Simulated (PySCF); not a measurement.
Input for PySCF: R-B3LYP/3-21G on AlH4NO2 (SMILES [NH2][Al]([OH])[OH]), a point of a torsion scan.

```python
from pyscf import gto, scf, dft, mp
from pyscf.data.elements import chemcore

mol = gto.M(
    atom='''
    N     1.55224335   -0.21260018    0.03783777
    Al   -0.20845409   -0.43592410   -0.27217385
    O    -0.76746005   -1.52713010   -1.38876257
    O    -1.31613109    0.47423227    0.56274555
    H     1.92207124    0.71460773   -0.12973000
    H     1.89617435   -0.49015803    0.94815817
    H    -0.50765033   -2.17742037   -2.02432401
    H    -2.22990155    0.67291765    0.70809190
    ''',
    basis='3-21g',
    charge=0, spin=0, verbose=3, max_memory=1800)
mf = dft.RKS(mol, xc='b3lyp')
mf.conv_tol = 1e-8
mf.max_cycle = 100
mf.kernel()
if not mf.converged:
    mf = mf.newton().run(mf.mo_coeff, mf.mo_occ)
```

The log:

```
converged SCF energy = -447.690141723054
```

The run converged.

Cost: very roughly 5 core-seconds.
